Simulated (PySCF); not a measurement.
# NMR data sheet: C₄H₅F₃O

| Quantity | Value |
| --- | --- |
| Formula | C4H5F3O |
| SMILES | CO/C(F)=C/C(F)F |
| Point group of the computed structure | Cs |
| Degrees of unsaturation | 1 |
| Carbon signals | 4 |
| Proton signals | 3 |

Molfile (atoms numbered from 1):
```
C4H5F3O
     RDKit          3D

 13 12  0  0  0  0  0  0  0  0999 V2000
    2.4673   -0.3368   -0.3693 C   0  0  0  0  0  0  0  0  0  0  0  0
    1.2860    0.4108   -0.6286 O   0  0  0  0  0  0  0  0  0  0  0  0
    0.1594    0.0173   -0.0553 C   0  0  0  0  0  0  0  0  0  0  0  0
    0.2709   -1.0763    0.7241 F   0  0  0  0  0  0  0  0  0  0  0  0
   -1.0151    0.6234   -0.2077 C   0  0  0  0  0  0  0  0  0  0  0  0
   -2.2642    0.1527    0.4523 C   0  0  0  0  0  0  0  0  0  0  0  0
   -2.7997    1.1282    1.2345 F   0  0  0  0  0  0  0  0  0  0  0  0
   -3.2236   -0.1347   -0.4683 F   0  0  0  0  0  0  0  0  0  0  0  0
    3.2536    0.1596   -0.9321 H   0  0  0  0  0  0  0  0  0  0  0  0
    2.3613   -1.3696   -0.7094 H   0  0  0  0  0  0  0  0  0  0  0  0
    2.7108   -0.3296    0.6957 H   0  0  0  0  0  0  0  0  0  0  0  0
   -1.0872    1.4958   -0.8329 H   0  0  0  0  0  0  0  0  0  0  0  0
   -2.1239   -0.7403    1.0793 H   0  0  0  0  0  0  0  0  0  0  0  0
  1  2  1  0
  2  3  1  0
  3  4  1  0
  3  5  2  0
  5  6  1  0
  6  7  1  0
  6  8  1  0
  1  9  1  0
  1 10  1  0
  1 11  1  0
  5 12  1  0
  6 13  1  0
M  END
```

Theory: shieldings: GIAO PBE0/pcSseg-1, GFN2-xTB geometry, in PySCF 2.14 (a single conformation, rapidly exchanging positions averaged, non-relativistic Hamiltonian, isolated molecule).

δ = σ(ref) − σ, references computed at the same level: ¹H and ¹³C against TMS; ¹⁹F vs CFCl3; H2O for ¹⁷O.

| carbon | δC, type | δH (multiplicity) | HMBC from (2–3 bonds) | span of the C tensor (ppm) |
| --- | --- | --- | --- | --- |
| C1 | 55.2, CH3 | 3.97 (s) | – | 77 |
| C3 | 171.3, C | – | H13, H12, H9/H10/H11 | 134 |
| C5 | 82.2, CH | 4.52 (m) | H13 | 103 |
| C6 | 118.7, CH | 6.78 (m) | H12 | 46 |

Other nuclei:
```json
{"atoms": "F4", "nucleus": "¹⁹F", "environment": "vinylic fluorine", "δ (ppm)": "-102.0", "σ (ppm)": "272.9"}
{"atoms": "F7/F8", "nucleus": "¹⁹F", "environment": "fluorine of a CF2 group", "δ (ppm)": "-124.3", "σ (ppm)": "295.2"}
{"atoms": "O2", "nucleus": "¹⁷O", "environment": "ether oxygen", "δ (ppm)": "105.0", "σ (ppm)": "231.1"}
```

Carbon types of the structure: 1 × C, 2 × CH, 1 × CH3, which accounts for all hydrogens. δC 171.3: alkene carbon bearing oxygen; an sp2 carbon further deshielded by the attached heteroatom. δC 118.7: allylic sp3 CH bonded to 2 F; 2 electronegative neighbours deshield it. δC 82.2: β carbon of an enol-ether or enamine type C=C; the O or N lone pair pushes π density onto this β carbon and shields it. δH 6.78: hydrogen on an allylic sp3 CH bonded to 2 F; its carbon carries F, which withdraws density. δH 3.97: hydrogen on a methyl carbon bonded to O; its carbon carries O, an electronegative neighbour.

Splittings by ¹⁹F in the carbon and heteronuclear signals aren't shown, as no couplings were computed. Shifts are as computed. Against solution values, carbons near 30 ppm lie about +3 ppm off and those near 130 ppm about +5 ppm. Of 1211 compounds with measured shifts, 218 miss one by over three times the rms of a fit or turn the order of signals round; such compounds aren't used in these exercises. Unscaled 19F shifts against computed CFCl3 carry errors that often reach 10 to 50 ppm. Experimental scales use liquid or dissolved standards, which lie at an offset from isolated H2O (liquid H2O: subtract about 36 ppm). No couplings were computed; multiplicities are counted from neighbouring protons, with m where these are inequivalent, close in shift, in a saturated or five-membered ring or joined by F or P, and br s for small geminal =CH2 splittings.
